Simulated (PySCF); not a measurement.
PySCF 2.14 output of a UHF calculation on a single atom or ion in aug-cc-pwCVTZ-PP with ECP28MDF, with scalar relativity through the core potential:

```
SCF conv_tol = 1e-09
number electrons alpha = 11  beta = 10
cycle= 1 E= -212.84786017865  delta_E= -8.81e-11  |g|= 2.88e-06  |ddm|= 0.000225
converged SCF energy = -212.84786017865  <S^2> = 0.75010253  2S+1 = 2.0001025
```

The run itself started from symmetry-adapted Hartree-Fock orbitals and held the occupation by maximum overlap, so the iterations belong to that start.

Which element, charge and spin multiplicity is this?

Sn⁺ (tin, charge +1), multiplicity 2; the state was [Kr] 4d10 5s2 6s1, 2S determinant (an excited configuration).

Energies and moments cover only the electrons outside the core potential. The outer electron is Rydberg-like, and this basis confines it to a smaller radius and binds it less than a complete one would.
